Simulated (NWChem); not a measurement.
Molecule: BHOIF; SMILES B(F)(O)I

```xyz
5

B      0.0240    -1.3204     0.0000
F     -1.1233    -1.9835     0.0000
I     -0.0135     0.8119     0.0000
O      1.2002    -1.9575     0.0000
H      1.1039    -2.9190     0.0000
```
Atoms are numbered in this order, from 1.

Program: NWChem. Geometry: optimised at PBE0/def2-SVP. def2 effective core potentials on I; no spin-orbit coupling. Level MN15/def2-SVP: energy and gradient on several grids; changes count from the extra-fine grid, which is no exact limit either.

Which is the coarsest grid (fine; xfine; xcoarse; coarse; medium) from which on the energy stays within 50 μHa and each gradient component within 100 μHa/bohr of xfine?

medium.
```tsv
grid	size of the energy change (μHa)	largest change of a gradient component (μHa/bohr)
xcoarse	30000	3000
coarse	500	500
medium	< 10	< 30
fine	< 10	< 30
xfine	< 10	< 30
```
